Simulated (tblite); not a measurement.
Species: C5H10ClNSi2.
Cartesian coordinates in Å at the GFN2-xTB level; atoms count from 1:
```xyz
19
C5H10ClNSi2 angstrom
C     -2.5544   -1.0849    0.3113
C     -1.6321   -0.4778   -0.4139
C     -0.2755   -0.0615    0.0747
Si    -0.4706    1.7848    0.6555
C      0.1151   -0.8202    1.2228
N      0.4237   -1.4038    2.1595
C      0.7822   -0.2076   -1.0165
Si     2.6111   -0.3647   -0.4501
Cl     0.7007    1.2312   -2.0884
H     -3.5158   -1.3414   -0.0993
H     -2.3811   -1.3582    1.3390
H     -1.8285   -0.2113   -1.4445
H     -1.3355    2.4740   -0.2936
H     -1.1228    1.7062    1.9621
H      0.8532    2.3865    0.7681
H      0.5254   -1.0561   -1.6585
H      2.9066    0.7443    0.4510
H      2.7887   -1.6623    0.1898
H      3.4000   -0.2679   -1.6764
```

All values are computed: GFN2-xTB (tblite) harmonic vibrations without scaling, gas phase. Against measured fundamentals such values can be off by several per cent, at times by over 20. Modes of hydrogen on silicon can be 10 to 20 % off. One conformer, not necessarily the lowest.

Harmonic wavenumbers (cm⁻¹): 46.5, 63.4, 93.7, 127.0, 132.7, 152.8, 164.6, 183.3, 222.8, 231.6, 287.6, 321.2, 416.0, 457.1, 492.4, 537.6, 544.7, 568.5, 591.1, 614.2, 640.7, 732.4, 751.8, 759.9, 769.4, 780.6, 791.0, 800.2, 808.0, 885.8, 937.9, 1004.5, 1019.8, 1102.2, 1156.0, 1188.8, 1241.0, 1298.2, 1408.8, 1695.1, 2294.0, 2299.3, 2309.6, 2324.6, 2331.7, 2334.3, 2377.4, 2912.9, 3055.2, 3106.0, 3132.3.

A = 1176, B = 878.9, C = 690.8 MHz; mass 175.004 u (most abundant isotopes); point group C1, symmetry number 1.

Task: Zero-point energy?

Result: ½Σν̃ = 27249 cm⁻¹ = 325.98 kJ/mol.

Task: Entropy at 400 K, 1 bar (ideal gas, RRHO, classical rotation)?

Result: Translation 179.38, rotation 131.23, vibration 226.78: S = 537.4 J/(mol K).

Task: And Cp and H(400 K) − H(0)?

Result: Cp = 247.85 J/(mol K), of which vibrations give 214.59 (their classical limit is 51 R = 424.0); H(400 K) − H(0) = 60.00 kJ/mol without the zero-point energy, 46.70 from vibrations.

Task: Which modes carry the vibrational entropy at 400 K?

Result: 46.5 cm⁻¹: 23.19; 63.4 cm⁻¹: 20.62; 93.7 cm⁻¹: 17.40; 127.0 cm⁻¹: 14.90; 132.7 cm⁻¹: 14.54; 152.8 cm⁻¹: 13.39 J/(mol K); the other 45 give 122.74 together.

Task: How do the functions run with temperature in this model?

Result: 
```csv
T (K),S (J/(mol K)),Cp (J/(mol K)),H − H(0) (kJ/mol),G − H(0) (kJ/mol),ln q(vib)
150,358.7,126.9,11.97,-41.84,4.12
250,436.6,182.0,27.45,-81.70,7.83
298.15,470.7,205.9,36.80,-103.55,9.59
600,649.5,304.4,115.66,-274.01,19.95
900,783.6,356.4,215.45,-489.80,28.85
```

q(vib) and H(0) count from the zero-point level.

Task: What must be added to the electronic energy to get the Gibbs energy at 400 K and 1 bar?

Result: ZPE + [H(400 K) − H(0)] − T·S = 325.98 + 60.00 − 214.96 = 171.02 kJ/mol.

Task: Blend soft modes into free rotors: weight 1/[1 + (100 cm⁻¹/ν̃)⁴] for the oscillator and the rest for a rotor with moment μB/(μ + B), μ = h/(8π²ν), B = 10⁻⁴⁴ kg m². What vibrational entropy results?

Result: 211.23 J/(mol K) in place of 226.78, which changes −T·S at 400 K by +6.22 kJ/mol.

Hindered rotation and anharmonicity are outside this model. Other conformers, if any are populated, would add a mixing term that is left out. The structure is chiral; the term R ln 2 for an equal mix with its mirror image is left out.
